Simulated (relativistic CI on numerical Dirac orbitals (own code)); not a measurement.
Ligand-field terms of d4

Computed with a parametric ligand-field model of a d^n configuration (Racah B and C, spin-orbit zeta, crystal field), exact diagonalisation.

Field parameters in Wybourne normalisation: Oh B⁴₀ = 21Dq, B⁴₄ = √(5/14) B⁴₀. The field is a parameter set, without covalency.

Task: Ground term and bands for B = 910, C = 4670, ζ = 0 cm⁻¹, Oh, 10Dq = 35490 cm⁻¹?

Result: Ground term 3T1 with 0.03 electrons in the two orbitals of the cubic e set. Spin-allowed: 3E 31330 cm⁻¹ (319 nm), 3T1 32556 cm⁻¹ (307 nm), 3T2 33649 cm⁻¹ (297 nm), 3A1 34887 cm⁻¹ (287 nm). Lowest spin-forbidden: 5E 8017 cm⁻¹ (1247 nm), 1T2 12969 cm⁻¹ (771 nm), 1E 14147 cm⁻¹ (707 nm).

Task: Ground term and bands for B = 910, C = 4670, ζ = 0 cm⁻¹, Oh, 10Dq = 17290 cm⁻¹?

Result: Ground term 5E with 1.00 electrons in the two orbitals of the cubic e set. Spin-allowed: 5T2 17290 cm⁻¹ (578 nm). Lowest spin-forbidden: 3T1 9381 cm⁻¹ (1066 nm), 1T2 21709 cm⁻¹ (461 nm), 1E 22761 cm⁻¹ (439 nm).

Task: Ground term and bands for B = 910, C = 4670, ζ = 0 cm⁻¹, Oh, 10Dq = 19110 cm⁻¹?

Result: Ground term 5E with 1.00 electrons in the two orbitals of the cubic e set. Spin-allowed: 5T2 19110 cm⁻¹ (523 nm). Lowest spin-forbidden: 3T1 7683 cm⁻¹ (1302 nm), 1T2 20093 cm⁻¹ (498 nm), 1E 21196 cm⁻¹ (472 nm).

Task: Ground term and bands for B = 910, C = 4670, ζ = 0 cm⁻¹, Oh, 10Dq = 11830 cm⁻¹?

Result: Ground term 5E with 1.00 electrons in the two orbitals of the cubic e set. Spin-allowed: 5T2 11830 cm⁻¹ (845 nm). Lowest spin-forbidden: 3T1 14359 cm⁻¹ (696 nm), 3E 23120 cm⁻¹ (433 nm), 3T1 24510 cm⁻¹ (408 nm).

Task: Ground term and bands for B = 910, C = 4670, ζ = 0 cm⁻¹, Oh, 10Dq = 26390 cm⁻¹?

Result: Ground term 5E with 1.00 electrons in the two orbitals of the cubic e set. Spin-allowed: 5T2 26390 cm⁻¹ (379 nm). Lowest spin-forbidden: 3T1 775 cm⁻¹, 1T2 13469 cm⁻¹ (742 nm), 1E 14661 cm⁻¹ (682 nm).
